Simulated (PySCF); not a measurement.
An EPR job on `C=C[C]1COBO1` [radical].

Computed with UKS B3LYP, pcH-1 on B C H O, non-relativistic, mean-field spin-orbit, GIAO (PySCF 2.14.0). Geometry: GFN2-xTB. The command runs a driver script over a list of jobs; the input below is this job's line of settings and its coordinates in Å.

Command:
```bash
OMP_NUM_THREADS=1 python probes_run.py task.json out
```

Input:
```
{"job": {"kind": "epr", "basis": "pcH-1"}, "charge": 0, "multiplicity": 2}
C      2.142723    -0.414560     0.499950
C      1.369984     0.490361    -0.168397
C      0.014948     0.349481    -0.406388
C     -0.908607    -0.770243    -0.012918
O     -2.164706    -0.369113    -0.525160
B     -2.011604     0.828376    -1.140173
O     -0.715616     1.276561    -1.080071
H      3.191080    -0.239526     0.649077
H      1.731584    -1.324983     0.896522
H      1.823131     1.394329    -0.551603
H     -0.625293    -1.733704    -0.457569
H     -0.983960    -0.899723     1.075268
H     -2.868054     1.413230    -1.657516
```

Problem. Give the output.

Solution. 
```
UKS, coarse grid
  cycle   1  E = -331.25413061  |g| = 6.03e-01
  cycle   2  E = -331.06096470  |g| = 9.52e-01
  cycle   3  E = -331.38329540  |g| = 8.19e-02
  cycle   4  E = -331.38579186  |g| = 4.53e-02
  cycle   5  E = -331.38668785  |g| = 1.67e-02
  cycle   6  E = -331.38681955  |g| = 6.92e-03
  cycle   7  E = -331.38685600  |g| = 2.50e-03
  cycle   8  E = -331.38686329  |g| = 1.42e-03
  cycle   9  E = -331.38686477  |g| = 3.16e-04
UKS, final grid
  cycle   1  E = -331.38683679  |g| = 3.61e-04
  cycle   2  E = -331.38683675  |g| = 4.87e-04
  cycle   3  E = -331.38683686  |g| = 3.81e-05
  cycle   4  E = -331.38683686  |g| = 2.05e-05
E = -331.38683686 Eh   <S^2> = 0.7722 (exact 0.7500)
g shifts (ppm)      1          2          3
  rmc          -164       -164       -164
  gc             -2         39         32
  oz_so         -31        711       1500
  total        -197        586       1368
hyperfine (MHz)  atom isotope    a_iso     a_fc   dipolar eigenvalues
    0   13C      49.26      49.26    -47.34    -45.52     92.87
    1   13C     -45.12     -45.12    -25.01      9.77     15.24
    2   13C      59.07      59.07    -52.33    -51.96    104.29
    3   13C     -23.42     -23.42     -0.80     -0.10      0.90
    4   17O      -0.63      -0.63     -2.49      0.73      1.76
    5   11B       0.21       0.21     -2.62      0.65      1.98
    6   17O      -7.52      -7.52    -29.55     14.06     15.49
    7    1H     -39.15     -39.15    -23.23     -0.11     23.33
    8    1H     -36.81     -36.81    -19.88     -1.00     20.89
    9    1H      10.55      10.55     -5.03     -1.16      6.19
   10    1H      66.90      66.90     -3.26     -1.94      5.21
   11    1H      66.98      66.98     -3.26     -1.94      5.21
   12    1H      -3.69      -3.69     -2.30     -1.37      3.67
```

rmc, gc and oz_so are the mass-correction, gauge-correction and orbital-Zeeman/spin–orbit parts of the g shift along its three principal axes; a_iso is the isotropic hyperfine coupling and a_fc its Fermi-contact part. Atoms in this output count from 0.

Problem. How far is ⟨S²⟩ from the pure-spin value?

Solution. S = 0.5 gives S(S+1) = 0.75; the run has 0.7722, 0.0222 more.

Problem. Get g_iso from the total shifts.

Solution. Their mean is 586 ppm; added to g_e = 2.002319 it gives 2.00291.

In short: ⟨S²⟩ 0.772; g_iso 2.0029.

One conformer (not necessarily the lowest) at the GFN2-xTB geometry, without solvent, vibrations or thermal averaging.

Problem. Estimate the wall time. Hardware: one thread of an Arm Neoverse V1, shared host. And the peak memory of the process?

Solution. About 39 s (density and orbital grids were written too), with 0.85 GiB resident at the peak, the Python interpreter and its libraries included.
Labels such as C1 count atoms from 1, the log's own numbers from 0.
